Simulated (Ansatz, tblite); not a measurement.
Forces on the cluster Al₂P₂ at its PBE-D4/def2-TZVP geometry. The state is a singlet with charge 0.

The xTB rows come from tblite. The structure comes from a short search, and lower isomers may exist.

GFN1-xTB (tblite), largest force 0.79 eV/Å:

```xyz
4
positions Å, forces eV/Å
Al    1.270    1.187    1.502   -0.128   -0.120   -0.151
Al   -1.270   -1.187   -1.502    0.128    0.119    0.151
P     0.403   -0.886    0.359    0.307   -0.675    0.273
P    -0.403    0.885   -0.359   -0.307    0.676   -0.274
```

GFN2-xTB (tblite), largest force 0.70 eV/Å:

```
Al -0.388 -0.363 -0.459
Al 0.388 0.362 0.459
P -0.201 0.442 -0.179
P 0.201 -0.441 0.179
```

r2SCAN-D4/def2-TZVP (Ansatz), largest force 0.35 eV/Å:

```
Al -0.085 -0.079 -0.100
Al 0.084 0.078 0.100
P -0.137 0.301 -0.122
P 0.137 -0.300 0.122
```
